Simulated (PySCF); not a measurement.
# Working out the excitation energy of Mo

Mo [Kr] 4d5 5s1 (7S) → Mo [Kr] 4d4 5s2 (5D). Calculation: PySCF 2.14, in def2-TZVPPD with the def2 core potential (28 electrons); scalar relativity through the core potential. Frozen: nothing. Energies in hartree (1 hartree = 27.21139 eV):

| part | Mo (lower) | Mo (upper) |
| --- | --- | --- |
| UHF | -67.566616 | -67.485942 |
| MP2 opposite-spin | -0.211694 | -0.245444 |
| MP2 same-spin | -0.142590 | -0.121197 |

Q: What does Hartree-Fock give?

A: (-67.485942) − (-67.566616) = 0.080674 hartree = 2.195 eV.

Q: What do MP2 and SCS-MP2 (6/5 opposite-spin, 1/3 same-spin) give?

A: The opposite-spin parts differ by -0.918 eV and the same-spin parts by 0.582 eV. MP2: 2.195 + (-0.918) + (0.582) = 1.859 eV. SCS-MP2: 2.195 + 1.2 × (-0.918) + (0.582)/3 = 1.287 eV.
